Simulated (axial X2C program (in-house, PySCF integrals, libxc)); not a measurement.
## Bond lengths and stretching modes, held linear, of NGaN⁺

Computed with an in-house all-electron X2C program for linear molecules (integrals from PySCF): two-component X2C with atomic mean-field Coulomb and Gaunt terms, Gaussian nuclei, basis N dyall-av3z, Ga dyall-v3z with contracted cores. Spin-free rows use the one-electron spin-free X2C Hamiltonian.

Masses N 14.003, Ga 68.926, N 14.003 u. States: 2c Ω = 2 (beyond evenly filled blocks: 2 × ω = -1/2, 2 × ω = 3/2); spin-free M_S = 2, Λ = 0 (beyond evenly filled blocks: 2 × π+α, 2 × π-α).

PBE0, spin-free: energies above the lowest point

```tsv
r(N–Ga) (Å)	r(Ga–N) (Å)	E (meV)
1.8447	1.8447	36.30
1.8447	1.8920	18.98
1.8447	1.9393	37.17
1.8920	1.8447	18.98
1.8920	1.8920	0.00
1.8920	1.9393	16.53
1.8920	1.9866	60.81
1.9393	1.8447	37.17
1.9393	1.8920	16.53
1.9393	1.9393	31.40
1.9866	1.8920	60.81
1.9866	1.9866	115.12
```

Fit a quadratic surface with cubic terms in each bond: where is the minimum, and what are the two stretching wavenumbers?

At PBE0, spin-free: bonds 1.892 and 1.892 Å; harmonic stretches 542.4 and 673.7 cm⁻¹; force constants 2.54, 2.54 and coupling -0.12 mdyn/Å.

The other levels and Hamiltonians give:

| Hamiltonian | level | r(N–Ga) (Å) | r(Ga–N) (Å) | lower stretch (cm⁻¹) | upper stretch (cm⁻¹) |
| --- | --- | --- | --- | --- | --- |
| 2c | PBE0 | 1.892 | 1.892 | 542.3 | 673.6 |
| 2c | PBE | 1.922 | 1.922 | 500.3 | 629.1 |
| spin-free | PBE | 1.922 | 1.922 | 500.4 | 629.2 |

Each state is one determinant, the lowest of a limited PBE0 search; the stretches come from a fit to these few points and carry an uncertainty of a few per cent. Other orders of the atoms were not compared. Left out for rough or failed fits: HF 2c, MP2 2c, HF spin-free, MP2 spin-free. The molecule was held linear; bending was not examined, so a bent shape may lie lower. Open-shell Ω = 0 determinants with evenly filled partner blocks cannot be reached by this program, so the Ω shown need not be the lowest component. Note: several unpaired electrons, one determinant need not be a pure state.
